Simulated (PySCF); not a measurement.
**Correlation energy of La²⁺ (lanthanum, charge +2)**

[Xe] 4f1, 2F determinant (an excited configuration). Calculation: PySCF 2.14, in ANO-RCC-VTZP (8s7p5d3f2g1h, 104 functions); scalar relativity by spin-free X2C-1e. Frozen: [Kr] 4d10; 9 electrons correlated.

```
  level  correlation energy (mhartree)
   CCSD                        -231.58
    (T)                          -8.24
CCSD(T)                        -239.82
```

Diagnostics: T1 = 0.012, D1 = 0.0503, largest double amplitude 0.046.

Spin-orbit coupling, absent here, splits the open shell strongly.

Cost of the coupled-cluster step: of the order of 50 core-seconds, for 9 correlated electrons.

Iterations:

```
CC2 = 0
CCSD nocc = (np.int64(5), np.int64(4)), nmo = (81, 81)
frozen orbitals [[0, 1, 2, 3, 4, 5, 6, 7, 8, 9, 10, 11, 12, 13, 14, 15, 16, 17, 18, 19, 20, 21, 22], [0, 1, 2, 3, 4, 5, 6, 7, 8, 9, 10, 11, 12, 13, 14, 15, 16, 17, 18, 19, 20, 21, 22]]
max_cycle = 100
direct = 0
conv_tol = 1e-08
conv_tol_normt = 1e-06
diis_space = 8
diis_start_cycle = 0
Init t2, MP2 energy = -0.212006429318714
Init E_corr(UCCSD) = -0.212006429320029
cycle = 1  E_corr(UCCSD) = -0.225407028936135  dE = -0.0134005996  norm(t1,t2) = 0.0479978
cycle = 2  E_corr(UCCSD) = -0.229654186068153  dE = -0.00424715713  norm(t1,t2) = 0.0182614
cycle = 3  E_corr(UCCSD) = -0.231689586244962  dE = -0.00203540018  norm(t1,t2) = 0.00909401
cycle = 4  E_corr(UCCSD) = -0.231611649790813  dE = 7.79364541e-05  norm(t1,t2) = 0.00151619
cycle = 5  E_corr(UCCSD) = -0.231563541985709  dE = 4.81078051e-05  norm(t1,t2) = 0.000420945
cycle = 6  E_corr(UCCSD) = -0.231573246469706  dE = -9.704484e-06  norm(t1,t2) = 0.000200709
cycle = 7  E_corr(UCCSD) = -0.231577898770736  dE = -4.65230103e-06  norm(t1,t2) = 0.000449432
cycle = 8  E_corr(UCCSD) = -0.231578996306526  dE = -1.09753579e-06  norm(t1,t2) = 0.000277205
cycle = 9  E_corr(UCCSD) = -0.231579041846903  dE = -4.55403766e-08  norm(t1,t2) = 3.41703e-05
cycle = 10  E_corr(UCCSD) = -0.231579133920293  dE = -9.20733904e-08  norm(t1,t2) = 1.87764e-05
cycle = 11  E_corr(UCCSD) = -0.231578873866912  dE = 2.60053381e-07  norm(t1,t2) = 1.71224e-05
cycle = 12  E_corr(UCCSD) = -0.231578901600474  dE = -2.77335617e-08  norm(t1,t2) = 8.21313e-06
cycle = 13  E_corr(UCCSD) = -0.23157894017766  dE = -3.85771859e-08  norm(t1,t2) = 2.70093e-06
cycle = 14  E_corr(UCCSD) = -0.231578946624265  dE = -6.44660494e-09  norm(t1,t2) = 2.30669e-06
cycle = 15  E_corr(UCCSD) = -0.231578944669415  dE = 1.95484975e-09  norm(t1,t2) = 2.34372e-06
cycle = 16  E_corr(UCCSD) = -0.231578958647964  dE = -1.39785486e-08  norm(t1,t2) = 1.13229e-06
cycle = 17  E_corr(UCCSD) = -0.231578958587172  dE = 6.07911221e-11  norm(t1,t2) = 9.02729e-07
UCCSD converged
E(UCCSD) = -8488.26838710353  E_corr = -0.2315789585871724
UCCSD(T) correction = -0.00824053670618684
```
